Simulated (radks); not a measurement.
The numbers below are computed, except where a source is named.
The rhenium ion Re31+, 44 electrons, occupied as [Kr] 4d8.

Level of theory: scalar-relativistic Kohn-Sham, LB94 model potential, spin-polarised, spherical densities, finite nucleus; open shells are filled with parallel spins first (spin-orbit coupling, left out, can overturn this in heavy ions); Fermi nuclear charge, rms radius 5.3698 fm (a radial shooting solver on a logarithmic mesh with Libxc functionals).

Energy parts (hartree):
kinetic: 17978.1951
electron-nucleus: -38153.2685
Hartree: 4261.4970
(The LB94 potential has no energy functional, so no total or exchange-correlation energy is given.)

Orbitals (lengths in bohr, moments of r in powers of bohr; <r^-3> diverges for s and p1/2; r(90%) holds 90 % of the orbital's charge):
orbital  occ.  eigenvalue (hartree)      <r^2>  r(90%)  <1/r>  <r^-3>
1s down     1             -2684.744  0.0004468  0.0328  88.81       -
1s up       1             -2684.741  0.0004468  0.0328  88.81       -
2s up       1             -502.0966   0.006857   0.118  20.78       -
2s down     1             -502.0740   0.006856   0.118  20.78       -
2p up       3             -443.9831   0.005689   0.111  18.78   20920
2p down     3             -443.9690   0.005687   0.111  18.78   20920
3s up       1             -149.8059    0.04396   0.287  7.731       -
3s down     1             -149.7896    0.04398   0.287  7.728       -
3p up       3             -132.6273    0.04458   0.293  7.138    4742
3p down     3             -132.6084    0.04460   0.293  7.134    4736
3d up       5             -113.2388    0.03681   0.275  6.737   605.1
3d down     5             -113.1964    0.03683   0.275  6.735   604.6
4s up       1             -61.43083     0.1912   0.585  3.540       -
4s down     1             -61.32454     0.1911   0.585  3.544       -
4p up       3             -55.33893     0.2076   0.614  3.282    1354
4p down     3             -55.22901     0.2075   0.613  3.285    1357
4d up       5             -47.93847     0.2147   0.633  3.054   164.6
4d down     3             -47.83531     0.2146   0.633  3.058   165.3

The highest occupied level is 4d down at -1301.7 eV. The spin density at the nucleus is -7.86 e/bohr^3 (1s 1.49, 2s -16.24, 3s 23.20, 4s -16.31). Summed over all electrons, <r^2> = 4.118 bohr^2, which gives a Langevin (diamagnetic) susceptibility term of -3.26 x 10^-6 cm^3/mol. The density falls to 0.001 e/bohr^3 at r = 1.18 bohr. For comparison, the ionisation energy in NIST's Atomic Spectra Database is 1294 eV (theoretical). In exact Kohn-Sham theory the highest level is minus the ionisation energy, but local and semilocal functionals leave it too shallow, through self-interaction and a potential that decays too fast; potentials with the right tail come closer.
